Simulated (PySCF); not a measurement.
Compound: C3H2Cl4.
Numbering: `[Cl:1]/[CH:2]=[CH:3]\[C:4]([Cl:5])([Cl:6])[Cl:7]` (hydrogens: H8 on C2; H9 on C3)

Geometry (PBE0-D3(BJ)/def2-SVP, Å), atoms numbered from 1 in this order:
```xyz
9
C3H2Cl4 angstrom
Cl     1.8611    1.8809    0.6876
C      1.6997    0.2432    0.2269
C      0.5469   -0.3932    0.0062
C     -0.8383    0.1759    0.1104
Cl    -1.1747    0.7472    1.7680
Cl    -1.0624    1.5348   -1.0254
Cl    -2.0165   -1.0990   -0.2969
H      2.6511   -0.2821    0.1181
H      0.5990   -1.4449   -0.2827
```

The calculation used core-valence-separated Tamm–Dancoff BHandHLYP/aug-pcX-1 (pcseg-1 on H, def2-SVPD on Cl) in PySCF, non-relativistic, gas phase, PBE0-D3(BJ)/def2-SVP geometry. Absolute energies from this functional tend to lie a few eV below measured edges; no shift was applied.

The lowest roots of each edge with f over 0.003 (five at most, numbered afresh; weaker and dark ones are left out), with transition dipoles (au) in the frame of the coordinates:

```
root  edge  E (eV)       f       μx       μy       μz
   1     C  282.87  0.0518  -0.0032  -0.0230   0.0833
   2     C  283.61  0.0644   0.0036   0.0257  -0.0927
   3     C  286.09  0.0089   0.0236  -0.0259  -0.0062
   4     C  286.15  0.0672  -0.0006   0.0944   0.0262
   5     C  286.54  0.0050  -0.0255  -0.0074  -0.0030
```

Question: Molecules are fixed in this frame and the field points along (1, 0, −1)/√2. What effective strengths 3 f cos²θ do the roots have (θ between field and μ)?

Answer: root 1 (C3): 0.078, root 2 (C2): 0.097, root 3 (C3): 0.009, root 4 (C2): 0.008, root 5 (C3): 0.005. Root 2 is the strongest. Averaged over all orientations cos²θ is 1/3, which gives f back.

